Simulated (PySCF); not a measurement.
# Potassium: a sound run and one with changed settings

Sound run: K⁺ [Ar], K²⁺ [Ne] 3s2 3p5. Computed with PySCF 2.14 in aug-cc-pVDZ-X2C (6s5p3d, 36 functions), with scalar relativity by spin-free X2C-1e. In the sound run the correlated levels freeze [Ne] 3s2. The sound run starts from symmetry-adapted Hartree-Fock orbitals and uses a fine grid where one is needed.

Changed run: initial guess sap, at most 8 SCF cycles. This setting is unsound on purpose.

```
species   method  sound run (hartree)  changed run (hartree)  converged
     K⁺      UHF           -601.30931             -601.30931        yes
     K⁺    M06-L           -602.05245             -602.05245        yes
     K⁺     BP86           -602.11962             -602.11962        yes
     K⁺      MP2           -601.31383             -601.31383        yes
     K⁺  CCSD(T)           -601.31404             -601.31404        yes
    K²⁺      UHF           -600.15061             -600.15061        yes
    K²⁺    M06-L           -600.84266             -600.84266        yes
    K²⁺     BP86           -600.91389             -600.91389        yes
    K²⁺      MP2           -600.15264             -600.15264        yes
    K²⁺  CCSD(T)           -600.15275             -600.15275        yes
```

Ionisation energy of K⁺:

```tsv
method	sound run (eV)	changed run (eV)
UHF	31.530	31.530
M06-L	32.920	32.920
BP86	32.810	32.810
MP2	31.598	31.598
SCS-MP2	31.592	31.592
CCSD	31.600	31.600
CCSD(T)	31.600	31.600
```

Here the setting changes nothing at the digits shown.

For comparison, NIST gives 31.625 eV between the lowest levels.
